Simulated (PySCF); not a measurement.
**P (phosphorus, neutral) across methods**

[Ne] 3s2 3p3, high-spin 4S determinant. Calculation: PySCF 2.14, in aug-cc-pCVTZ-DK with one added diffuse shell each of s, p, d, f type (9s8p6d4f, 91 functions); scalar relativity by spin-free X2C-1e.

```csv
method,E (hartree),mean ε 3s α (eV),mean ε 3s β (eV),mean ε 3p α (eV),Σ⟨r²⟩ (bohr²),⟨S²⟩
r2SCAN,-342.0666,-15.689,-12.031,-6.691,29.99,3.750
LDA,-340.8132,-14.783,-12.332,-6.290,30.41,3.751
PW91,-342.0826,-14.842,-12.128,-6.316,30.27,3.750
LC-wPBE,-341.9907,-20.507,-16.075,-10.293,29.81,3.750
PBE,-341.9366,-14.804,-12.082,-6.284,30.30,3.750
TPSS,-342.1136,-15.184,-11.968,-6.402,30.04,3.751
UHF,-341.53170,-22.840,-15.232,-10.658,30.26,3.751
PBE0,-341.9649,-16.979,-13.219,-7.523,30.08,3.750
M06-L,-342.0779,-15.574,-11.983,-6.467,29.48,3.754
```
